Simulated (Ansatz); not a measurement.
A geometry optimisation of B2FH2OSi with B3LYP/6-31G*

The starting geometry of this gas-phase doublet was optimised with GFN2-xTB; its bonds are those of `O=BB[SiH]F`.

```xyz
7

B    -0.8386    1.7846    2.0396
B    -0.9050    2.8376    3.2732
F    -1.2756   -0.7286    3.7478
O    -0.9531    3.6170    4.1813
Si   -1.0291   -0.0635    2.2832
H    -1.0390   -1.3141    1.5266
H    -0.6640    2.1803    0.9423
```

Q: Where would you expect an optimisation with B3LYP/6-31G* to take it?

A: It keeps its bonds, and is `O=BB[SiH]F`.

The energy falls by 0.14 eV over 9 steps:

```
step  E − E(last) (eV)
   1             0.144
   2             0.020
   3             0.004
   4             0.001
   5             0.000
   6             0.000
   7             0.000
   8             0.000
   9             0.000
```

Final geometry (Å):

```xyz
7

B    -0.8431    1.7653    2.0658
B    -0.9025    2.8787    3.2811
F    -1.2857   -0.7715    3.8055
O    -0.9481    3.6879    4.1834
Si   -1.0429   -0.1039    2.3630
H    -1.0114   -1.2071    1.3725
H    -0.6707    2.0640    0.9226
```

Frequencies at the end are all real (lowest 74 cm⁻¹). Open shells are spin-unrestricted. Run with Ansatz 0.2.0, 85 s on 1 thread of Arm Neoverse N1, on a shared host.
